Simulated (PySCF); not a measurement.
Compound: C4H11N2PSi.
Atom-mapped SMILES: `[CH3:1][N:2]1[CH:3]=[CH:4][N:5]([CH3:6])[P:7]1[SiH3:8]` (hydrogens: H9, H10, H11 on C1; H12 on C3; H13 on C4; H14, H15, H16 on C6; H17, H18, H19 on Si8)

Structure used (PBE0-D3(BJ)/def2-SVP), in Å, numbered top down from 1:
```xyz
19
C4H11N2PSi angstrom
C      2.1008   -1.1110   -1.0496
N      0.9668   -0.8237   -0.1955
C      1.1733    0.0221    0.9138
C      0.2676    1.0063    1.0605
N     -0.7476    1.0373    0.0833
C     -1.0591    2.3099   -0.5341
P     -0.6063   -0.4319   -0.8700
Si    -1.8226   -1.7548    0.5467
H      2.5057   -0.2171   -1.5633
H      2.9099   -1.5523   -0.4461
H      1.8169   -1.8505   -1.8114
H      2.0145   -0.1723    1.5833
H      0.2548    1.7439    1.8663
H     -1.9273    2.2001   -1.1989
H     -1.3311    3.0381    0.2469
H     -0.2212    2.7343   -1.1210
H     -3.2702   -1.3989    0.4101
H     -1.6436   -3.1858    0.1459
H     -1.3938   -1.5748    1.9650
```

Computed with PySCF at PBE0/pcSseg-1, non-relativistic, on one gas-phase PBE0-D3(BJ)/def2-SVP geometry that isn't relaxed in the solvent. The solvent is an IEF-PCM continuum (Bondi radii, 1.10 Å for H, scaled by 1.2). Only the electrostatic response of the medium enters.

```
run  E − E(gas) (kJ/mol)  HOMO (eV)  HOMO–LUMO gap (eV)  dipole (D)
gas                 0.00      -5.16                4.99        1.74
  P                -5.54      -5.14                5.00        1.92
  Q               -12.49      -5.16                5.02        2.11
```

Task: The runs were made in cyclohexane and dichloromethane. Which run belongs to which solvent?

Result: P = cyclohexane, Q = dichloromethane. The dielectric constants are 2.017 (cyclohexane), 8.93 (dichloromethane), and the energy falls further as ε rises. In this model the ground state sees the solvent through ε alone.

Task: How constant is the ratio of the lowering to (ε − 1)/(2ε + 1)?

Result: 
```json
{"solvent": "cyclohexane", "(ε − 1)/(2ε + 1)": "0.202", "E − E(gas) (kJ/mol)": "-5.54", "ratio (kJ/mol)": "-27.4", "polarisation term (kJ/mol)": "-5.75"}
{"solvent": "dichloromethane", "(ε − 1)/(2ε + 1)": "0.420", "E − E(gas) (kJ/mol)": "-12.49", "ratio (kJ/mol)": "-29.7", "polarisation term (kJ/mol)": "-13.55"}
```

The ratio changes by +8.3 % in size from cyclohexane to dichloromethane. The polarisation term is half the interaction of the solute with the induced surface charges.

Hardware: one thread, Arm Neoverse V2 (aarch64), shared host with 96 logical CPUs at a one-minute load of 31. Cost: 33 s, 1.1 GiB resident at most. This is the whole shielding run at PBE0/pcSseg-1 in dichloromethane, SCF included.
